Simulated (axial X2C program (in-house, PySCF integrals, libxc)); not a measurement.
MgGe: cheaper levels and CCSD(T), two-component

All values were computed with an in-house relativistic program for diatomic molecules. Two-component (2c) means X2C with spin–orbit coupling and atomic mean-field two-electron Coulomb and Gaunt terms. Basis: Ge dyall-cv3z [9s9p7d4f1g], Mg dyall-cv3z [9s8p6d3f] (cores contracted in-house); Gaussian nuclei, density fitting, unrestricted open shells. Masses: Ge 73.921 u, Mg 23.985 u.

State: Ω = 1 (⟨Sz⟩ = 0.99, ⟨Lz⟩ = 0.01 at HF); fragments Ge + Mg.

```tsv
level	Re (Å)	ωe (cm⁻¹)
PBE0	2.582	253.5
HF	2.642	240.7
CCSD	2.622	241.8
BP86	2.582	252.7
```

Correlated methods: 6 electrons correlated (number of frozen shells: Ge 3 s, 2 p, 1 d; Mg 2 s, 1 p), 280 virtual spin orbitals or spinors in MP2, 86 natural virtuals in coupled cluster.

CCSD(T), same Hamiltonian and basis:

Re = 2.616 Å, ωe = 247.2 cm⁻¹; T1 = 0.074 (Lee–Taylor normalisation).

Q: Give the differences from CCSD(T) in the columns below.

A: 

| level | ΔRe (Å) | Δωe (cm⁻¹) |
| --- | --- | --- |
| PBE0 | -0.034 | 6.3 |
| HF | 0.026 | -6.5 |
| CCSD | 0.006 | -5.4 |
| BP86 | -0.034 | 5.5 |

Occupations by symmetry block were frozen at the best pattern of an incomplete PBE0 search. De is not given where an atomic determinant may have missed its ground term or J level, or where the truncated virtual space spoils (T). Density functionals use the spin component along the axis (collinear). CCSD and (T) use frozen natural virtuals with an MP2 correction for the truncation; (T) itself is uncorrected, so its De runs slightly low. PBE0 can misorder states that lie within some tenths of an eV, so this need not be the ground state of the molecule. The nearest other 2c determinant of the search, Ω = 0, lies 0.67 eV up at the distance of the search. Without a current term, density functionals place determinants with orbital angular momentum somewhat too high. With several unpaired electrons one determinant need not be a pure state. Open-shell Ω = 0 determinants with evenly filled partner blocks cannot be reached by this program, so the Ω shown need not be the lowest component. This is the Ω = 1 component of a π² triplet; the 0⁺ component is not one determinant and can lie lowest. The determinant is spin-polarised beyond a pure state at some levels (its spin-free form has ⟨S²⟩ too high), which makes Re and μ there less reliable. The T1 diagnostic is large, a sign of multireference character. With the outer-core shells frozen, correlated bond lengths of heavy atoms tend to come out a few hundredths of an ångström too long.
